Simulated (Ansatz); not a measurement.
Steps of a relaxation of C2H4FGaO with RKS PBE-D4/def2-SVP.

```sh
$ ansatz run in.yaml --threads 4 --pin off --events-out ev --progress --plain --max-ram 10444MiB
```

```yaml
crystal:
  periodic: [false, false, false]
  atoms:
    - {symbol: O, position_ang: [-0.269500, 1.374600, 0.550200]}
    - {symbol: C, position_ang: [0.170100, 0.114000, 0.439600]}
    - {symbol: Ga, position_ang: [0.106300, -1.579700, 0.019400]}
    - {symbol: C, position_ang: [0.687000, -0.158400, -0.988300]}
    - {symbol: F, position_ang: [-0.492500, -0.272000, -1.824000]}
    - {symbol: H, position_ang: [-1.127700, 1.355400, 1.102400]}
    - {symbol: H, position_ang: [1.063200, -0.006100, 1.131900]}
    - {symbol: H, position_ang: [-1.339500, -1.523400, 0.864100]}
    - {symbol: H, position_ang: [1.291300, 0.649300, -1.312300]}
basis:
  gaussian: {orbitals: def2-SVP}
hamiltonian: {xc: pbe, dispersion: d4}
relax: {f_tol: 0.03, max_steps: 200}
```

Positions (Å) and forces (eV/Å) along the path, 14 of 22 steps:

```xyz
9
step=1 energy=-59247.8147 eV
O    -0.270    1.375    0.550   -3.230    1.911    1.527
C     0.170    0.114    0.440    2.467    5.339   -0.589
Ga    0.106   -1.580    0.019   -2.365   -7.885    1.177
C     0.687   -0.158   -0.988   -1.414    1.116    0.661
F    -0.492   -0.272   -1.824    0.301    0.622   -0.147
H    -1.128    1.355    1.102    1.287    0.282   -0.843
H     1.063   -0.006    1.132    0.391   -0.509   -0.038
H    -1.339   -1.523    0.864    0.782   -1.293   -0.575
H     1.291    0.649   -1.312    1.782    0.417   -1.173
9
step=3 energy=-59250.2055 eV
O    -0.370    1.526    0.607   -0.016    0.225   -0.022
C     0.231    0.288    0.421    0.259    0.954    0.162
Ga   -0.028   -1.650    0.103   -0.005   -1.094   -0.002
C     0.625   -0.079   -0.937    0.466    0.971   -0.855
F    -0.483   -0.125   -1.835    0.412    0.508    0.250
H    -1.165    1.394    1.145   -0.229   -0.040    0.189
H     1.120    0.060    1.100   -0.094    0.261   -0.145
H    -1.348   -1.888    0.856   -0.238   -0.588    0.173
H     1.506    0.428   -1.476   -0.554   -1.197    0.252
9
step=4 energy=-59250.4726 eV
O    -0.417    1.542    0.557   -0.046    0.115    0.062
C     0.229    0.320    0.410    0.467    0.500    0.598
Ga   -0.050   -1.661    0.100   -0.055   -0.620   -0.045
C     0.625   -0.094   -0.929   -0.224    1.200   -1.112
F    -0.501    0.068   -1.789    0.805   -0.102    0.039
H    -1.170    1.399    1.156   -0.024    0.001    0.022
H     1.138    0.153    1.076   -0.154    0.105    0.014
H    -1.331   -2.037    0.874   -0.103   -0.374    0.146
H     1.565    0.263   -1.472   -0.666   -0.825    0.276
9
step=7 energy=-59250.7410 eV
O    -0.388    1.644    0.566    0.071   -0.134    0.093
C     0.169    0.376    0.392   -0.245    0.177   -0.176
Ga   -0.114   -1.672    0.039    0.044   -0.174    0.018
C     0.543   -0.014   -0.975    0.048   -0.045    0.044
F    -0.400    0.309   -1.921    0.169    0.048    0.057
H    -1.154    1.538    1.158   -0.016    0.010    0.044
H     0.997    0.078    1.106    0.091    0.104   -0.067
H    -1.126   -2.331    1.038   -0.017    0.056   -0.020
H     1.563    0.025   -1.420   -0.145   -0.042    0.005
9
step=8 energy=-59250.7572 eV
O    -0.413    1.632    0.574   -0.003   -0.130    0.006
C     0.160    0.375    0.387    0.040    0.173   -0.045
Ga   -0.110   -1.687    0.040    0.027   -0.190   -0.027
C     0.540   -0.019   -0.976   -0.031    0.123    0.034
F    -0.374    0.321   -1.935    0.027   -0.006    0.000
H    -1.157    1.518    1.192    0.014   -0.002    0.014
H     1.028    0.120    1.073   -0.031    0.006   -0.038
H    -1.148   -2.308    1.037   -0.018    0.069    0.019
H     1.562    0.001   -1.410   -0.023   -0.043    0.035
9
step=9 energy=-59250.7846 eV
O    -0.459    1.604    0.589   -0.140   -0.239   -0.030
C     0.148    0.369    0.371    0.448    0.359   -0.111
Ga   -0.092   -1.719    0.019   -0.010   -0.476   -0.077
C     0.538   -0.012   -0.989   -0.188    0.360    0.203
F    -0.333    0.354   -1.970   -0.053   -0.050   -0.010
H    -1.167    1.464    1.248    0.110    0.008   -0.071
H     1.043    0.139    1.035   -0.183   -0.072    0.009
H    -1.159   -2.207    1.075    0.003    0.159    0.014
H     1.568   -0.038   -1.394    0.012   -0.049    0.074
9
step=12 energy=-59251.3811 eV
O    -0.629    1.488    0.601   -0.249   -1.282    0.290
C     0.175    0.394    0.324    0.959    1.039   -0.569
Ga   -0.016   -1.960   -0.112   -0.337   -0.947    0.011
C     0.526    0.020   -1.004   -0.337    0.884    0.772
F    -0.269    0.416   -2.019   -0.210   -0.086   -0.091
H    -1.178    1.262    1.398    0.477    0.178   -0.560
H     1.030    0.157    1.023   -0.506   -0.034    0.076
H    -1.112   -1.666    1.124    0.205    0.330   -0.130
H     1.559   -0.158   -1.352   -0.001   -0.081    0.200
9
step=13 energy=-59251.7474 eV
O    -0.699    1.424    0.571    0.001   -1.179    0.651
C     0.253    0.473    0.293   -0.312    0.895    0.436
Ga   -0.053   -2.138   -0.170   -0.496   -0.156    0.295
C     0.534    0.071   -0.988    0.021    0.419   -0.662
F    -0.285    0.421   -2.016    0.139   -0.131    0.315
H    -1.143    1.181    1.433    0.513    0.198   -0.818
H     1.003    0.180    1.064   -0.211    0.138    0.013
H    -1.073   -1.477    1.117    0.311   -0.050   -0.273
H     1.552   -0.182   -1.322    0.035   -0.135    0.043
9
step=14 energy=-59251.8593 eV
O    -0.773    1.279    0.546   -0.731   -0.311    1.686
C     0.302    0.524    0.281    0.177   -0.059   -0.325
Ga   -0.224   -2.175   -0.163   -0.283    0.162    0.230
C     0.588    0.124   -0.999    0.462    0.007   -0.165
F    -0.264    0.387   -2.008   -0.083    0.005    0.003
H    -1.097    0.998    1.467    0.377    0.469   -1.436
H     1.046    0.309    1.070    0.021    0.012    0.025
H    -1.090   -1.327    1.129    0.229   -0.251   -0.165
H     1.601   -0.164   -1.339   -0.169   -0.035    0.146
9
step=15 energy=-59251.8938 eV
O    -0.769    1.318    0.538   -0.372   -0.633    1.095
C     0.318    0.561    0.267    0.224   -0.036   -0.486
Ga   -0.335   -2.231   -0.144    0.036    0.101   -0.120
C     0.623    0.166   -1.013   -0.704    0.278    0.353
F    -0.238    0.413   -2.023    0.125    0.008    0.072
H    -1.112    1.013    1.430    0.301    0.398   -0.973
H     1.058    0.343    1.060   -0.035    0.053    0.028
H    -1.069   -1.486    1.207    0.020    0.098    0.081
H     1.613   -0.144   -1.339    0.405   -0.266   -0.051
9
step=16 energy=-59251.9142 eV
O    -0.813    1.243    0.541    0.290   -0.325    0.163
C     0.324    0.542    0.261   -0.360    0.260    0.364
Ga   -0.380   -2.050   -0.195   -0.072   -0.364   -0.159
C     0.637    0.160   -1.012   -0.761    0.163   -0.058
F    -0.231    0.397   -2.024    0.246    0.071    0.095
H    -1.145    0.909    1.408    0.125    0.117   -0.329
H     1.037    0.313    1.078    0.022    0.133   -0.110
H    -0.948   -1.353    1.248   -0.019    0.064    0.188
H     1.608   -0.207   -1.322    0.530   -0.119   -0.154
9
step=17 energy=-59251.9439 eV
O    -0.815    1.247    0.534    0.166   -0.296    0.243
C     0.324    0.556    0.261   -0.222    0.118    0.192
Ga   -0.424   -2.127   -0.201   -0.033    0.027   -0.008
C     0.634    0.162   -1.009   -0.377    0.119   -0.105
F    -0.215    0.422   -2.028    0.132   -0.038    0.061
H    -1.137    0.924    1.408    0.094    0.132   -0.307
H     1.056    0.368    1.070   -0.033    0.013   -0.073
H    -0.952   -1.398    1.265    0.025   -0.017    0.041
H     1.618   -0.200   -1.318    0.249   -0.057   -0.043
9
step=19 energy=-59251.9566 eV
O    -0.857    1.203    0.510   -0.012    0.004    0.036
C     0.295    0.545    0.252    0.069   -0.011    0.015
Ga   -0.553   -2.092   -0.230    0.020    0.059   -0.037
C     0.635    0.163   -1.016   -0.097   -0.006    0.002
F    -0.153    0.461   -2.066    0.001   -0.027   -0.017
H    -1.142    0.955    1.413    0.025    0.008   -0.047
H     1.024    0.371    1.064   -0.050   -0.024   -0.020
H    -0.792   -1.435    1.336   -0.036   -0.033    0.087
H     1.631   -0.219   -1.279    0.079    0.031   -0.017
9
step=22 energy=-59251.9613 eV
O    -0.865    1.186    0.501   -0.007    0.011   -0.019
C     0.298    0.547    0.243    0.021   -0.019   -0.004
Ga   -0.597   -2.052   -0.228   -0.006    0.005    0.019
C     0.643    0.166   -1.024    0.007    0.012   -0.005
F    -0.139    0.457   -2.080    0.005   -0.002    0.004
H    -1.138    0.947    1.408    0.002   -0.010    0.013
H     1.018    0.365    1.059   -0.008    0.005    0.001
H    -0.782   -1.469    1.387    0.003   -0.007   -0.014
H     1.651   -0.194   -1.282   -0.017    0.004    0.005
```

Run time 16 s (4 threads of an Intel Xeon 6975P-C on a shared host); peak host memory 0.18 GiB.
